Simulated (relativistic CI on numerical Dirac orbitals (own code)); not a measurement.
## Sc³⁺ in a cubic cluster: L2,3 absorption with charge transfer

Computed with a charge-transfer multiplet model of a cubic metal-ligand cluster with up to 2 ligand holes, Slater and spin-orbit integrals from Dirac-Coulomb-Breit ions, Slater integrals scaled by 0.8. The parameters are those of a tetrahedral site (10Dq negative, t2 hopping the larger). The ground state mixes d0 with configurations of k ligand holes L, whose averages lie at kΔ + k(k − 1)U_dd/2; a core hole lowers each added d electron by U_cd. 300 K, Lorentzian 0.4 eV and Gaussian 0.3 eV FWHM.

Atomic integrals in eV (Slater integrals scaled, ζ unscaled), ground: F2dd 4.710, F4dd 2.885, zeta_d 0.005; with the core hole: F2dd 4.710, F4dd 2.885, zeta_d 0.020, zeta_core 3.005, F2cd 4.113, G1cd 2.955, G3cd 1.675. Where a configuration has fewer than two d electrons, the dd integrals are those of d2.

Cluster parameters (eV): U_dd = 4.4, U_cd = 5, 10Dq = -0.35, 10Dq(ligand) = 0, V(eg) = 0.88, V(t2g) = -1.49, final-state hopping factor = 1.

| Case | n_d | d0 | d1L | d2L2 | S |
| --- | --- | --- | --- | --- | --- |
| Δ = 3.5 eV | 0.48 | 0.57 | 0.38 | 0.05 | 0.00 |
| Δ = 4.5 eV | 0.40 | 0.64 | 0.33 | 0.04 | 0.00 |
| Δ = 5.5 eV | 0.32 | 0.70 | 0.27 | 0.02 | 0.00 |

Weights, n_d and S are thermal averages at 300 K. Photon energies count from the first peak over 30 % of the highest in each spectrum, which can be another peak from case to case. The parameters are a model scan and need not match a compound or its usual spin state. Peaks in eV (height, largest 100):
- Δ = 3.5 eV: 0.0 (85), 4.4 (100)
- Δ = 4.5 eV: 0.0 (98), 4.5 (100)
- Δ = 5.5 eV: 0.0 (92), 2.7 (10), 4.2 (100)

A d0 ion has no d-d gap: its lowest excitations are ligand-to-metal charge transfer. With the core hole the configuration with one ligand hole lies at Δ + U_dd − U_cd = 2.9, 3.9, 4.9 eV from the one without, in the order of the table; where this is negative the screened configuration lies lower, though the effective hopping of about 3.9 eV (from the holes of the mixed ground state) mixes the two strongly wherever it is as large as the gap.
